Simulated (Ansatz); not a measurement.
Se5⁺, relaxed as a doublet with UKS r2SCAN-D4/def2-SVP in Ansatz, starting from the GFN2-xTB geometry. Force threshold 0.02 eV/Å.

The relaxation made no stability test and no search for a lower SCF solution. The structure comes from a short search, and lower isomers may exist.

Start:

```xyz
5

Se   -3.106    1.249    2.593
Se   -1.560    0.628    1.303
Se    1.539   -0.619   -1.284
Se    3.160   -1.271   -2.638
Se   -0.032    0.013    0.027
```

| step | energy (eV) | largest force component (eV/Å) | SCF passes |
| --- | --- | --- | --- |
| 1 | -326697.6971 | 3.508 | 179 |
| 2 | -326698.5192 | 0.488 | 131 |
| 3 | -326698.6178 | 0.407 | 51 |
| 4 | -326699.1110 | 1.242 | 54 |
| 5 | -326699.2234 | 1.797 | 62 |
| 6 | -326699.5340 | 1.025 | 79 |
| 7 | -326699.6945 | 0.729 | 121 |
| 8 | -326699.8569 | 0.644 | 41 |
| 9 | -326700.0196 | 0.544 | 42 |
| 10 | -326700.1606 | 0.544 | 38 |
| 11 | -326700.2663 | 0.359 | 39 |
| 14 | -326700.5681 | 0.321 | 35 |
| 17 | -326700.7898 | 0.248 | 26 |
| 20 | -326700.8989 | 0.526 | 33 |
| 23 (rejected) | -326700.8799 | 0.989 | 29 |
| 26 | -326701.0265 | 0.026 | 27 |
| 29 | -326701.0266 | 0.001 | 18 |
| 32 (rejected) | -326701.0140 | 0.389 | 37 |
| 35 | -326701.0345 | 0.147 | 26 |
| 38 | -326701.2669 | 0.850 | 35 |
| 41 | -326701.8277 | 1.388 | 33 |
| 44 | -326702.0109 | 0.084 | 29 |
| 46 | -326702.0119 | 0.017 | 26 |

Force components are those of the run's own axes.

End:

```xyz
5

Se   -1.804   -0.451   -0.263
Se   -0.876    0.649    1.614
Se    1.288    0.316   -1.327
Se    0.093   -1.641   -0.923
Se    1.299    1.126    0.898
```

Bonds formed: Se1–Se4 (atoms count from 1).

The force fell under the threshold at step 27, but the optimiser went on and released 0.985 eV more. No frequencies were taken in this run, so the end may be a saddle point.

It took 5.6 min on 4 threads of AMD EPYC 7B13 on a shared host, peak host memory 0.64 GiB.
